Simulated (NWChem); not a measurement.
System: GeH₃O₃F; SMILES [OH][Ge]([OH])([OH])[F]

NWChem input:

```
start job
memory heap 200 mb stack 900 mb global 1100 mb
geometry units angstroms noautosym nocenter noautoz
  O     -1.206965    -1.065307    -0.706136
  Ge    -0.000083     0.004180    -0.043254
  O      1.583708    -0.415534    -0.639327
  O     -0.377290     1.663328    -0.423706
  F      0.000299    -0.174433     1.680378
  H     -2.097546    -0.870311    -0.392610
  H      1.834052    -1.324638    -0.438608
  H      0.263862     2.287989    -0.065763
end
basis spherical
  * library def2-svpd
end
dft
  xc xcamb88 1.00 lyp 0.81 vwn_5 0.19 hfexch 1.00
  cam 0.33 cam_alpha 0.19 cam_beta 0.46
  iterations 150
end
tddft
  cis
  nroots 6
  notriplet
end
task tddft energy
```

The geometry was optimised at PBE0/def2-SVP.

Vertical excitations in the gas phase.

Q: Give the results of this calculation. (CAM-B3LYP/def2-SVPD, TDA.) Quantities: lowest excitation, singlet (eV); oscillator strength of that lowest state; lowest state with f > 0.02, singlet (eV); oscillator strength of that bright state; orbital gap (eV).

A: 
```json
{
  "lowest excitation, singlet (eV)": "7.67",
  "oscillator_strength_of_that_lowest_state": "0.018",
  "lowest state with f > 0.02, singlet (eV)": "8.01",
  "oscillator_strength_of_that_bright_state": "0.090",
  "orbital gap (eV)": "11.26"
}
```
